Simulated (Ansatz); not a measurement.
The pair A = CH3F (SMILES CF) (first 5 atoms), B = CH6Si (SMILES C[SiH3]); geometry from B3LYP-D3(BJ)/def2-TZVP.
(charge 0, multiplicity 1):
```
atom    x (Å)    y (Å)    z (Å)
----  -------  -------  -------
C     -0.6817   0.4925  -0.3017
F      0.3161  -0.2714   0.2995
H     -0.4888   0.5315  -1.3741
H     -1.6455   0.0230  -0.1049
H     -0.6574   1.4946   0.1264
C      1.0625  -0.9697   3.5276
Si    -0.3408   0.2698   3.4890
H      1.9275  -0.5611   4.0532
H      1.3653  -1.2261   2.5122
H      0.7583  -1.8849   4.0389
H     -0.7616   0.6256   4.8683
H     -1.5249  -0.2798   2.7843
H      0.0650   1.5218   2.8045
```

Correlated levels freeze the cores. MP2 and its Hartree–Fock in aug-cc-pV(T+d)Z are density fitted.

The values were computed with Ansatz (an electronic-structure program). 

The counterpoise-corrected interaction energy is E(AB) − E(A in the pair's basis) − E(B in the pair's basis). Total energies (hartree):

```tsv
level	AB	A in the pair's basis	B in the pair's basis
HF/aug-cc-pV(D+d)Z	-469.3587593	-139.0577249	-330.3010640
MP2/aug-cc-pV(D+d)Z	-469.9921820	-139.4177919	-330.5716890
HF/aug-cc-pV(T+d)Z	-469.4234274	-139.0971743	-330.3263126
MP2/aug-cc-pV(T+d)Z	-470.1948488	-139.5418453	-330.6499191
CCSD(T)/aug-cc-pV(D+d)Z	-470.0740222	-139.4476070	-330.6235985
```

Task: Work out the counterpoise-corrected interaction energy at the basis-set limit: extrapolate the MP2 correlation part as X⁻³, take Hartree–Fock from the larger set, and add the CCSD(T) − MP2 difference of aug-cc-pV(D+d)Z.

Result: 
1. Differences (1 hartree = 627.509 kcal/mol): HF/aug-cc-pV(D+d)Z 0.019; MP2/aug-cc-pV(D+d)Z -1.695; HF/aug-cc-pV(T+d)Z 0.037; MP2/aug-cc-pV(T+d)Z -1.935; CCSD(T)/aug-cc-pV(D+d)Z -1.768.
2. Correlation parts, MP2 less HF: -1.714 in aug-cc-pV(D+d)Z (X = 2), -1.973 in aug-cc-pV(T+d)Z (X = 3).
3. Limit (3³·(-1.973) − 2³·(-1.714))/(3³ − 2³) = -2.082; with HF/aug-cc-pV(T+d)Z it gives -2.045.
4. CCSD(T) less MP2 in aug-cc-pV(D+d)Z: -0.073.
Result: -2.12 kcal/mol, against -1.69 at MP2/aug-cc-pV(D+d)Z. It is an estimate of this method's limit, not of the exact value.
